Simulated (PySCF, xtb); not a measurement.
C₃H₇FOSi, SMILES O=C[SiH2][C@H](F)C.

GFN2-xTB in xtb 6.7.1 at its own geometry gives an orbital gap of 2.48 eV and a dipole moment of 2.98 D.

Geometry optimised at r2SCAN-D4/def2-SVP. The structure was generated by enumeration; whether it is a known compound was not checked. Other conformers were not sampled.

Q: What does PBE/def2-TZVP in PySCF give? (An estimate is asked for; the answer gives what the named calculation found.)

A: gap 2.73 eV (levels -5.55 and -2.82 eV), dipole 2.82 D.
